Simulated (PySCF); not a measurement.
**Spin-rotation constants: SMILES CO[SiH2][SiH2]Br, CH₇BrOSi₂**

Molfile (atoms numbered from 1):
```
CH7BrOSi2
     RDKit          3D

 12 11  0  0  0  0  0  0  0  0999 V2000
   -2.1418    0.6561   -0.7498 C   0  0  0  0  0  0  0  0  0  0  0  0
   -1.0056   -0.1234   -0.4935 O   0  0  0  0  0  0  0  0  0  0  0  0
    0.3883    0.4592    0.2093 Si  0  0  0  0  0  4  0  0  0  0  0  0
    1.8365   -1.3498    0.4984 Si  0  0  0  0  0  4  0  0  0  0  0  0
    3.6341   -0.4284    1.4715 Br  0  0  0  0  0  0  0  0  0  0  0  0
   -2.5576    1.0957    0.1757 H   0  0  0  0  0  0  0  0  0  0  0  0
   -1.9272    1.4803   -1.4548 H   0  0  0  0  0  0  0  0  0  0  0  0
   -2.9153    0.0159   -1.1998 H   0  0  0  0  0  0  0  0  0  0  0  0
    0.1037    1.0774    1.5446 H   0  0  0  0  0  0  0  0  0  0  0  0
    1.0444    1.4962   -0.6502 H   0  0  0  0  0  0  0  0  0  0  0  0
    1.2982   -2.3989    1.4122 H   0  0  0  0  0  0  0  0  0  0  0  0
    2.2727   -1.9855   -0.7784 H   0  0  0  0  0  0  0  0  0  0  0  0
  1  2  1  0
  2  3  1  0
  3  4  1  0
  4  5  1  0
  1  6  1  0
  1  7  1  0
  1  8  1  0
  3  9  1  0
  3 10  1  0
  4 11  1  0
  4 12  1  0
M  END
```

Theory: PySCF 2.14.0, GIAO B3LYP/6-31G* magnetisability, rotational g tensor and spin-rotation constants, non-relativistic, gas phase. Geometry: PBE0-D3(BJ)/def2-SVP.

The calculation is non-relativistic, which matters for the atoms heavier than Zn.

Question: Give the nuclear spin-rotation constants along the inertial axes (H = +C I·J) beside the isotropic shieldings.

Answer: Rotational constants 7.7188, 0.6093, 0.5745 GHz. A star marks the isotopologue with that one atom substituted, in its own axes.
```
atom  isotope  Caa (kHz)  Cbb (kHz)  Ccc (kHz)  mean (kHz)  σ (ppm)
 Br5     79Br      2.547      0.250      0.103       0.967   2920.1
  H6       1H     -0.787     -0.039      0.001      -0.275     28.6
  H7       1H     -0.765     -0.034     -0.005      -0.268     28.6
  H8       1H     -0.268     -0.014     -0.059      -0.114     28.5
  H9       1H     -0.674     -0.024     -0.002      -0.233     27.0
 H10       1H     -0.677     -0.026      0.000      -0.234     27.0
 H11       1H     -0.722     -0.027      0.001      -0.249     27.0
 H12       1H     -0.720     -0.025     -0.001      -0.249     27.0
  C1     13C*      1.120      0.124      0.121       0.455    137.3
  O2     17O*     -0.738     -0.023     -0.009      -0.257    336.0
 Si3    29Si*     -3.656     -0.352     -0.352      -1.454    413.8
 Si4    29Si*     -3.854     -0.348     -0.337      -1.513    414.9
```
For the geometry as given, no vibrational averaging.
